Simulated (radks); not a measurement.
Task: Radial electron density D(r) = 4 pi r^2 rho(r) of an atom or ion with 20 electrons. Calculated with a radial shooting solver on a logarithmic mesh with Libxc functionals: scalar-relativistic Kohn-Sham, r2SCAN, spin-polarised, spherical densities, finite nucleus; meta-GGA in the generalised Kohn-Sham scheme; Fermi nuclear charge, rms radius of each element as measured or else 0.836 A^(1/3) + 0.57 fm.

```
   r/bohr * D(r) (the largest magnitude, 35.4, reaches the edge; | marks zero)
 0.001936 |*
   0.0022 |*
 0.002501 |*
  0.00282 | *
 0.003205 | *
 0.003642 |  *
  0.00414 |   *
 0.004668 |   *
 0.005305 |    *
 0.006029 |      *
 0.006853 |       *
 0.007726 |         *
 0.008781 |           *
 0.009981 |              *
  0.01134 |                 *
  0.01279 |                    *
  0.01454 |                       *
  0.01652 |                           *
  0.01878 |                               *
  0.02117 |                                   *
  0.02406 |                                       *
  0.02735 |                                           *
  0.03108 |                                             *
  0.03533 |                                               *
  0.03983 |                                                *
  0.04527 |                                                *
  0.05145 |                                              *
  0.05848 |                                            *
  0.06593 |                                         *
  0.07494 |                                       *
  0.08517 |                                     *
   0.0968 |                                      *
   0.1091 |                                        *
    0.124 |                                            *
    0.141 |                                                *
   0.1602 |                                                    *
   0.1807 |                                                      *
   0.2053 |                                                     *
   0.2334 |                                                *
   0.2652 |                                        *
   0.2991 |                               *
   0.3399 |                       *
   0.3863 |                 *
   0.4391 |                *
    0.499 |                 *
   0.5626 |                   *
   0.6395 |                    *
   0.7268 |                   *
    0.826 |                *
   0.9314 |            *
    1.059 |        *
    1.203 |     *
    1.367 |   *
    1.542 |  *
    1.752 |  *
    1.991 | *
    2.263 |*
    2.552 |*
      2.9 *
    3.297 *
    3.747 *
    4.224 *
    4.801 *
```

What is the nuclear charge?

Result: Z = 26. The innermost maximum, from 1s, lies near gamma/Z bohr with gamma = sqrt(1 - (Z/c)^2) = 0.982, here 0.0378 bohr (found: 0.0408), and its height grows with Z. The density is that of the iron ion Fe6+ in [Ar] 4s2; the configuration itself is not fixed sharply by these data, and Z only to about a unit. D(r) has 3 maxima, at r = 0.0408, 0.184, 0.650 bohr, and minima at 0.0879, 0.439 bohr, inside which lie 2.10, 10.34 electrons.
